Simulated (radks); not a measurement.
Removal energies from the magnesium ion Mg3+, [He] 2s2 2p5, by Delta-SCF beside the eigenvalue of the level emptied. All-electron calculation, non-relativistic Kohn-Sham, PBE, spin-polarised, spherical densities, point nucleus. Program: a radial shooting solver on a logarithmic mesh with Libxc functionals. Open shells are filled with parallel spins first.

| removed from | final configuration | Delta-SCF (eV) | -eigenvalue (eV) |
|---|---|---|---|
| 2p | [He] 2s2 2p4 | 109.69 | 94.707 |
| 2s | [He] 2s1 2p5 | 141.45 | 127.27 |
| 1s | 1s1 2s2 2p5 | 1369.5 | 1314.0 |
